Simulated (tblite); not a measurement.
What does the GFN2-xTB structure of InChI=1S/C7H12O2Si/c1-4-5-10-7(8)9-6(2)3/h6H,10H2,1-3H3 look like in three dimensions?

```
atom  x, y, z in Å
C1     3.791   -1.557   -1.180
C2     3.064   -0.743   -0.235
C3     2.459   -0.067    0.561
Si4    1.503    0.965    1.750
C5    -0.102    1.442    0.813
O6    -0.383    2.528    0.366
O7    -0.882    0.366    0.704
C8    -2.120    0.484   -0.021
C9    -3.057   -0.592    0.506
C10   -1.849    0.332   -1.514
H11    3.882   -1.034   -2.132
H12    4.789   -1.770   -0.797
H13    3.265   -2.498   -1.342
H14    2.233    2.186    2.091
H15    1.121    0.166    2.917
H16   -2.527    1.485    0.177
H17   -3.201   -0.477    1.578
H18   -4.021   -0.514    0.012
H19   -2.635   -1.575    0.316
H20   -2.780    0.398   -2.070
H21   -1.381   -0.630   -1.708
H22   -1.181    1.122   -1.850
```

Orientation and origin are arbitrary. Atoms count from 1 in this order. The 3 C–O bonds span 1.208 Å (C5=O6, drawn double) to 1.440 Å (O7–C8, drawn single), a spread of 0.232 Å. The 2 C–Si bonds span 1.842 Å (C3–Si4, drawn single) to 1.919 Å (Si4–C5, drawn single), a spread of 0.077 Å. The 4 C–C bonds span 1.207 Å (C2≡C3, drawn triple) to 1.525 Å (C8–C10, drawn single), a spread of 0.318 Å. Si4 (SiH2 silicon) is distorted tetrahedral (angles from 105.0° to 113.6°).

Bonds between heavy atoms (Å): C1–C2 1.445, C2≡C3 1.207, C3–Si4 1.842, Si4–C5 1.919, C5=O6 1.208, C5–O7 1.333, O7–C8 1.440, C8–C9 1.521, C8–C10 1.525.

The geometry is computed with GFN2-xTB (gas phase).

Point group: C1 (no symmetry element, even within 0.4 Å). Its lowest GFN2-xTB frequency is 18i cm⁻¹, too small to tell a flat minimum from a shallow saddle. The numbers are those of one conformer (C3–Si4–C5–O6 -107°, Si4–C5–O7–C8 -177°, C5–O7–C8–C9 -155°). 3 starts were optimised and ended at 0.00, 0.29 and 0.50 kcal/mol (GFN2-xTB); the lowest of these is shown.

Hardware: an Arm Neoverse V1 with one thread, shared host. Cost: 1.1 s. This is the geometry optimisation.
